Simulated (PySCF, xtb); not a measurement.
Si(H)(Me)(OMe)(NH2) (C2H9NOSi), SMILES CO[SiH](C)N.

GFN2-xTB (xtb) at its own geometry gives an orbital gap of 6.71 eV and a dipole moment of 1.23 D.

Geometry: B3LYP-D3(BJ)/def2-SVP. One conformer was computed; it need not be the lowest.

### Question
What does PBE/def2-TZVP (PySCF) give? (The exact figures need the calculation; the answer reports its results.)

### Answer
gap 5.99 eV (levels -5.92 and 0.07 eV), dipole 1.47 D.
